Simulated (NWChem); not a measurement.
System: germylsilane (GeSiH₆); SMILES [GeH3][SiH3]

```xyz
8

Si     0.0000     0.0000    -1.5615
Ge     0.0000     0.0000     0.8216
H     -0.1043     1.3996    -2.0759
H      1.2643    -0.6095    -2.0759
H     -1.1599    -0.7902    -2.0759
H     -1.2995     0.6270     1.3618
H      0.1067    -1.4389     1.3618
H      1.1928     0.8118     1.3618
```
Atoms are numbered in this order, from 1.

Program: NWChem. The geometry was optimised at PBE0/def2-SVP. Ions are spin-unrestricted doublets at the neutral geometry; other ion states weren't tried.

For level B3LYP/aug-cc-pVDZ:

```
Property       Result
-------------  ------
−ε(HOMO) (eV)    8.09
```

Q: What are these values for level M06-2X/aug-cc-pVDZ?

A: 
- −ε(HOMO) (eV): 9.25
